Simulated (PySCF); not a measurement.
**Sm(SH)2 at several levels of theory**

Computed with PySCF 2.14.0 (density fitting, no spin-orbit coupling) at the geometry relaxed with PBE0:

```xyz
5
Sm(SH)2 (singlet in the valence; each metal's 4f electrons, 6 of them, lie in its core potential, out of spins and levels)
Sm    0.0000    0.0000   -0.3877
S     2.4250   -0.1663    0.9140
H     3.1478   -0.1795   -0.2332
S    -2.4250    0.1663    0.9140
H    -3.1478    0.1795   -0.2332
```

```json
{"level": "PBE0", "basis": "Sm lcecp-0-SVP with ECP52, S def2-SVP, H def2-SVP", "state": "singlet", "HOMO (eV)": "–", "gap (eV)": "–", "charge on Sm1 (e)": "0.70", "population of f-type functions on Sm1 (polarisation alone where 4f lies in the core)": "0.01", "dipole about the centre of mass (D)": "8.26", "largest force component (eV/Å)": "0.02"}
{"level": "wB97X", "basis": "the same", "state": "singlet", "HOMO (eV)": "–", "gap (eV)": "–", "charge on Sm1 (e)": "0.76", "population of f-type functions on Sm1 (polarisation alone where 4f lies in the core)": "0.02", "dipole about the centre of mass (D)": "8.71", "largest force component (eV/Å)": "0.15"}
{"level": "TPSS", "basis": "the same", "state": "singlet", "HOMO (eV)": "–", "gap (eV)": "–", "charge on Sm1 (e)": "0.67", "population of f-type functions on Sm1 (polarisation alone where 4f lies in the core)": "0.01", "dipole about the centre of mass (D)": "8.00", "largest force component (eV/Å)": "0.19"}
```

In the lcecp rows the 4f levels are missing from HOMO and gap, and the state counts the valence alone.

Charges are Mulliken's, which hang on the basis. The relaxation used the grid (50, 194), these runs (75, 302) or, all-electron (x2c bases, spin-free X2C Hamiltonian), (99, 590).

Problem. What does PBE0 with Sm lcecp-0-TZVP with ECP52, S def2-TZVP, H def2-TZVP give here?

Solution. state singlet, charge on Sm1 (e) 1.06, population of f-type functions on Sm1 (polarisation alone where 4f lies in the core) 0.02, dipole about the centre of mass (D) 8.19, largest force component (eV/Å) 0.22. Time: 6.5 s on 2 threads of Arm Neoverse V2, on a shared host, from free ions and atoms.

An lcecp potential fixes the number of 4f electrons, so in runs with it no electron can move into or out of that shell.
